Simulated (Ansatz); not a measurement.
Isolated molecules relaxed with PBE0-D4/def2-TZVP in Ansatz; ΔE leaves out vibrations. CBS: MP2 limit from def2 TZ/QZ plus the TZ coupled-cluster correction, frozen cores. This one scheme is used for every species. Functionals use def2-TZVPP. B3LYP here is the variant with VWN-RPA as its local correlation; programs differ in this. def2 core potentials past Kr. For In outer-core shells are correlated without core-valence functions, which leaves a few kJ/mol of doubt a bond. Each species was taken in one conformer, which may not be the lowest.

Reaction (ligand exchange at the In–C bond): `[CH3][InH][CH2]O` + `C=C=CO` → `C=C=C[O][InH][CH3]` + CH₃OH

`[CH3][InH][CH2]O`:

```xyz
11

C    -0.171    0.204    1.928
In    0.060   -1.053    0.186
C     0.167   -0.039   -1.751
O     0.431    1.355   -1.661
H     0.133    1.231    1.720
H    -1.218    0.209    2.243
H     0.423   -0.179    2.760
H     0.145   -2.779    0.337
H    -0.735   -0.240   -2.346
H     0.999   -0.470   -2.313
H    -0.235    1.761   -1.103
```

`C=C=CO`:

Cartesian coordinates in Å:
```
C -0.513 0.844 1.196
C -0.165 -0.028 0.294
C 0.179 -0.910 -0.603
O 0.851 -0.668 -1.764
H 0.138 1.093 2.030
H -1.471 1.357 1.154
H -0.057 -1.962 -0.486
H 1.037 0.275 -1.821
```

`C=C=C[O][InH][CH3]`:

Z-matrix (Å, degrees):
```
In
O 1 2.107
C 1 2.131 2 108.8
C 1 2.737 2 28.1 3 92.7
C 1 2.685 2 56.3 3 93.8
H 1 1.707 2 110.0 3 -168.4
H 3 1.090 1 108.4 2 30.5
H 3 1.090 1 111.1 2 151.0
H 3 1.091 1 110.1 2 -88.6
H 4 1.091 1 165.5 2 -9.0
C 5 1.314 1 92.9 2 177.4
H 11 1.090 5 122.0 1 -93.6
H 11 1.091 5 122.1 1 90.0
```

CH₃OH:

```xyz
6

C     0.344    0.038   -0.083
O    -1.045   -0.022   -0.309
H     0.817    0.228   -1.047
H     0.745   -0.904    0.313
H     0.622    0.852    0.598
H    -1.483   -0.191    0.528
```

Is it downhill or uphill in electronic energy at CCSD(T)/CBS, and by how much? (Best estimate.)

Ansatz gave: Downhill: ΔE = -112.8 kJ/mol.

What do these levels give: r2SCAN-D4, PBE0-D4, ωB97X-V, ωB97M-V, r2SCAN, PBE0, B3LYP, HF/def2-TZVPP, SCS-MP2/def2-TZVPP, CCSD/def2-TZVPP, SCS-MP2/def2-QZVPP, HF/CBS(def2)? (An estimate is asked.)

The calculation gave: r2SCAN-D4 -109.8, PBE0-D4 -99.7, ωB97X-V -103.7, ωB97M-V -100.5, r2SCAN -108.2, PBE0 -94.9, B3LYP -93.5, HF/def2-TZVPP -103.7, SCS-MP2/def2-TZVPP -110.9, CCSD/def2-TZVPP -102.4, SCS-MP2/def2-QZVPP -114.4, HF/CBS(def2) -105.0 kJ/mol.

Largest T1 diagnostic among the species: 0.015.

The D4 term adds −8.5 kJ/mol with B3LYP and −4.8 kJ/mol with PBE0; it sums over pairs of atoms, weighted by their polarisabilities, and B3LYP, whose exchange is more repulsive, gets the larger term.
